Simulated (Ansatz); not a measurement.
# Molecular dynamics of CH₃BF₂

Input:

```yaml
crystal:
  periodic: [false, false, false]
  atoms:
    - { symbol: B, position_ang: [-0.499667, 0.781177, -0.096369] }
    - { symbol: C, position_ang: [0.360592, -0.534086, 0.04644] }
    - { symbol: F, position_ang: [0.62996, -0.876287, 1.345191] }
    - { symbol: F, position_ang: [-0.209195, -1.630132, -0.54552] }
    - { symbol: H, position_ang: [-1.17201, 0.925881, -1.066738] }
    - { symbol: H, position_ang: [-0.383312, 1.637075, 0.721919] }
    - { symbol: H, position_ang: [1.334832, -0.371728, -0.450622] }
basis:
  gaussian: { orbitals: def2-mTZVP }
hamiltonian:
  xc: pbe0
  dispersion: d4
md:
  timestep: 0.25
  n_steps: 300
  ensemble: nvt_langevin
  temperature: 400.0
  initial_velocities: maxwell_boltzmann
  seed: 418559
  friction: 0.5
scf:
  lower_state_search: "off"
```

Run as:

```bash
$ ansatz run input.yaml --threads 1 --pin off --max-ram 2048MiB --backend cpu --events-out ev --progress --plain --runs-dir out
```

It starts from a relaxed structure.

Output, in part (one step line in 11, the closing report, with atoms numbered from 0):

```
md step     0: t =     0.00 fs  T =   342.9 K  F+E_penalty+E_count = -7190.06625747 eV  E_kin = 0.310224 eV  (13 SCF iters)
md step    11: t =     2.75 fs  T =   203.6 K  F+E_penalty+E_count = -7190.03218733 eV  E_kin = 0.184262 eV  (15 SCF iters)
md step    22: t =     5.50 fs  T =   629.1 K  F+E_penalty+E_count = -7189.94371443 eV  E_kin = 0.569193 eV  (22 SCF iters)
md step    33: t =     8.25 fs  T =   540.3 K  F+E_penalty+E_count = -7189.93334435 eV  E_kin = 0.488882 eV  (22 SCF iters)
md step    44: t =    11.00 fs  T =   464.7 K  F+E_penalty+E_count = -7189.73038324 eV  E_kin = 0.420478 eV  (15 SCF iters)
md step    55: t =    13.75 fs  T =   342.8 K  F+E_penalty+E_count = -7189.77340081 eV  E_kin = 0.310140 eV  (16 SCF iters)
md step    66: t =    16.50 fs  T =   378.7 K  F+E_penalty+E_count = -7189.72217038 eV  E_kin = 0.342698 eV  (14 SCF iters)
md step    77: t =    19.25 fs  T =   296.5 K  F+E_penalty+E_count = -7189.71084536 eV  E_kin = 0.268244 eV  (15 SCF iters)
md step    88: t =    22.00 fs  T =   362.3 K  F+E_penalty+E_count = -7189.68927399 eV  E_kin = 0.327811 eV  (15 SCF iters)
md step    99: t =    24.75 fs  T =   518.0 K  F+E_penalty+E_count = -7189.63739028 eV  E_kin = 0.468667 eV  (21 SCF iters)
md step   110: t =    27.50 fs  T =   442.8 K  F+E_penalty+E_count = -7189.64794779 eV  E_kin = 0.400673 eV  (15 SCF iters)
md step   121: t =    30.25 fs  T =   464.5 K  F+E_penalty+E_count = -7189.80361829 eV  E_kin = 0.420313 eV  (21 SCF iters)
md step   132: t =    33.00 fs  T =   625.6 K  F+E_penalty+E_count = -7189.95249649 eV  E_kin = 0.566065 eV  (21 SCF iters)
md step   143: t =    35.75 fs  T =   365.2 K  F+E_penalty+E_count = -7189.96426124 eV  E_kin = 0.330469 eV  (14 SCF iters)
md step   154: t =    38.50 fs  T =   327.3 K  F+E_penalty+E_count = -7189.96050501 eV  E_kin = 0.296180 eV  (14 SCF iters)
md step   165: t =    41.25 fs  T =   354.9 K  F+E_penalty+E_count = -7189.95247567 eV  E_kin = 0.321116 eV  (15 SCF iters)
md step   176: t =    44.00 fs  T =   443.8 K  F+E_penalty+E_count = -7189.94168983 eV  E_kin = 0.401577 eV  (15 SCF iters)
md step   187: t =    46.75 fs  T =   408.3 K  F+E_penalty+E_count = -7189.91246953 eV  E_kin = 0.369412 eV  (15 SCF iters)
md step   198: t =    49.50 fs  T =   450.1 K  F+E_penalty+E_count = -7189.93412242 eV  E_kin = 0.407231 eV  (15 SCF iters)
md step   209: t =    52.25 fs  T =   354.3 K  F+E_penalty+E_count = -7189.98354153 eV  E_kin = 0.320610 eV  (15 SCF iters)
md step   220: t =    55.00 fs  T =   335.4 K  F+E_penalty+E_count = -7189.97440163 eV  E_kin = 0.303452 eV  (14 SCF iters)
md step   231: t =    57.75 fs  T =   230.1 K  F+E_penalty+E_count = -7189.93255674 eV  E_kin = 0.208244 eV  (14 SCF iters)
md step   242: t =    60.50 fs  T =   393.6 K  F+E_penalty+E_count = -7189.96219684 eV  E_kin = 0.356149 eV  (15 SCF iters)
md step   253: t =    63.25 fs  T =   429.3 K  F+E_penalty+E_count = -7189.92192908 eV  E_kin = 0.388408 eV  (14 SCF iters)
md step   264: t =    66.00 fs  T =   433.0 K  F+E_penalty+E_count = -7189.89171176 eV  E_kin = 0.391775 eV  (14 SCF iters)
md step   275: t =    68.75 fs  T =   296.8 K  F+E_penalty+E_count = -7189.77688553 eV  E_kin = 0.268522 eV  (14 SCF iters)
md step   286: t =    71.50 fs  T =   379.0 K  F+E_penalty+E_count = -7189.78846926 eV  E_kin = 0.342955 eV  (15 SCF iters)
md step   297: t =    74.25 fs  T =   400.1 K  F+E_penalty+E_count = -7189.85807524 eV  E_kin = 0.361995 eV  (14 SCF iters)
md step   300: t =    75.00 fs  T =   357.5 K  F+E_penalty+E_count = -7189.88407754 eV  E_kin = 0.323461 eV  (14 SCF iters)
Total energy: -7189.88410322 eV, -264.2233673148 hartree
Atom 0 at    -0.557776     0.779377    -0.191292 Å, force     0.137010     0.485512     0.035908 eV/Å
Atom 1 at     0.298214    -0.564868     0.008655 Å, force     0.925925     0.339672    -0.406303 eV/Å
Atom 2 at     0.663365    -0.791094     1.316333 Å, force    -0.644675    -0.109130     0.085163 eV/Å
Atom 3 at    -0.245995    -1.715767    -0.491338 Å, force     0.090418     0.256324     0.174070 eV/Å
Atom 4 at    -1.259657     1.173321    -1.110223 Å, force     0.431176    -0.882130     0.307059 eV/Å
Atom 5 at    -0.338802     1.619221     0.628212 Å, force     0.018667    -0.114057     0.099824 eV/Å
Atom 6 at     1.319266    -0.418895    -0.458977 Å, force    -0.958522     0.023809    -0.295721 eV/Å
Dipole moment:     0.031306     0.348034    -0.216731 e Å
```

The run went to its last step. A run of 0.075 ps of so small a system gives no equilibrium averages. The friction is so strong that the motion is overdamped, so the time scale means little.

The same pairs are bonded in the first frame and the last. Pairs count as bonded within 1.25 times the sum of covalent radii (0.12 Å more for H–H).

Last frame:

```xyz
7
Properties=species:S:1:pos:R:3
B -0.558 0.779 -0.191
C 0.298 -0.565 0.009
F 0.663 -0.791 1.316
F -0.246 -1.716 -0.491
H -1.260 1.173 -1.110
H -0.339 1.619 0.628
H 1.319 -0.419 -0.459
```

Run time: 15 min on 1 thread of Arm Neoverse N1 (shared host), peak memory 0.14 GiB.
